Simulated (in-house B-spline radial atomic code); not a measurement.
Values are calculated unless marked as measured or tabulated.
## Correlation energy from the adiabatic connection: −Z/r, Z = 4, wall at 0.7 bohr

Two electrons in a singlet, external potential −Z/r, Z = 4, wall at 0.7 bohr (atomic units). Full CI in B-splines (partial waves to l = 8, correlation up to 0.6 % small) with the density held fixed gives W(λ) = <V_ee>_λ − U, and E_c is the integral of W(λ) − W(0) from 0 to 1.

| λ | W(λ) − W(0) (hartree) |
| --- | --- |
| 0 | 0.00000 |
| 0.02 | -0.00188 |
| 0.05 | -0.00469 |
| 0.12 | -0.01120 |
| 0.25 | -0.02311 |
| 0.4 | -0.03657 |
| 0.6 | -0.05406 |
| 0.8 | -0.07105 |
| 1 | -0.08757 |

Q: Integrate the table by the trapezoid rule.

A: The strips give -0.00002, -0.00010, -0.00056, -0.00223, -0.00448, -0.00906, -0.01251, -0.01586, which sum to -0.04482 hartree. The direct value, W(1) − W(0) + T_c with T_c = 0.04271, is -0.04486; the curve is convex, so chords lie above it and the trapezoids fall short in size by 0.09 %.

Q: Now use only three numbers: W(0) = -3.1968, the initial slope W'(0) = -0.09416 (extrapolated from the first points) and the strong-coupling limit of the point-charge-plus-continuum model, W∞ = -3.9257. What do second-order theory and the interpolation W(λ) = W∞ + (W(0) − W∞)/√(1 + 2χλ) of Seidl, Perdew and Levy give?

A: Second order keeps the slope alone: E_c = W'(0)/2 = -0.04708, +5 % in size against -0.04486. Matching the slope fixes χ = W'(0)/(W∞ − W(0)) = -0.09416/(-0.72890) = 0.12918. Integrating, with s = √(1 + 2χ) = 1.121767, E_c = −(W(0) − W∞)(s − 1)/(s + 1) = −0.72890 × 0.121767/2.121767 = -0.04183 hartree, -6.7 % in size against the full result. At λ = 1 the formula gives W − W(0) = -0.07912 against -0.08757. Part of the miss can come from the model's W∞.
